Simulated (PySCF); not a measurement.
# A search over the determinants of HI⁺

Unrestricted PBE0; basis H def2-SVPD, I def2-SVPD with ECP28; scalar-relativistic core potentials; PySCF 2.14. Outer shells of the fragments: H 1s1; I+ 4d10 5s2 5p4.

Followed along the bond (rough minima from three points):

| 2Ms+1 | unpaired | ⟨S²⟩ at the start | R at minimum (Å) | Te (eV) |
| --- | --- | --- | --- | --- |
| 2 | π ↑ | 0.75 | 1.64 | 0.00 |
| 4 | σ ↑, π ↑↑ | 3.75 | none in the scan | ≤ 4.39 |

Solutions found at the starting distance of 1.730 Å, counted from the lowest of them; the search is not exhaustive and high or unbound solutions are not listed, so other states can lie among these:

```json
{"2Ms+1": "2", "unpaired": "π ↑", "term": "²Π", "E (eV)": "0.00", "⟨S²⟩": "0.75", "⟨Lz²⟩": "1.00", "μ (D)": "-1.28"}
{"2Ms+1": "2", "unpaired": "σ ↑", "term": "²Σ⁺", "E (eV)": "3.44", "⟨S²⟩": "0.76", "⟨Lz²⟩": "0.00", "μ (D)": "-2.11"}
{"2Ms+1": "4", "unpaired": "σ ↑, π ↑↑", "term": "⁴Σ⁻", "E (eV)": "4.82", "⟨S²⟩": "3.75", "⟨Lz²⟩": "0.00", "μ (D)": "0.33"}
{"2Ms+1": "2", "unpaired": "σ ↓, π ↑↑", "term": "mixed", "E (eV)": "5.22", "⟨S²⟩": "1.76", "⟨Lz²⟩": "0.00", "μ (D)": "0.28"}
{"2Ms+1": "2", "unpaired": "σ ↑, π ↑↓", "term": "mixed", "E (eV)": "5.44", "⟨S²⟩": "1.76", "⟨Lz²⟩": "2.02", "μ (D)": "0.29"}
{"2Ms+1": "4", "unpaired": "σ ↑↑, π ↑", "term": "⁴Π", "E (eV)": "6.56", "⟨S²⟩": "3.75", "⟨Lz²⟩": "1.01", "μ (D)": "-0.51"}
{"2Ms+1": "4", "unpaired": "π ↑↑↑", "term": "⁴Π", "E (eV)": "9.76", "⟨S²⟩": "3.76", "⟨Lz²⟩": "1.00", "μ (D)": "-0.24"}
```

A term symbol is given only where ⟨S²⟩ and ⟨Lz²⟩ are close to those of a pure state; real π, δ and φ orbitals otherwise mix terms. A positive dipole points towards I; it is taken about the centre of mass and depends on that origin.

Spin–orbit coupling is left out. Counting both spins, an empty level lies below a filled one in some of these solutions, because spin and occupation are held.
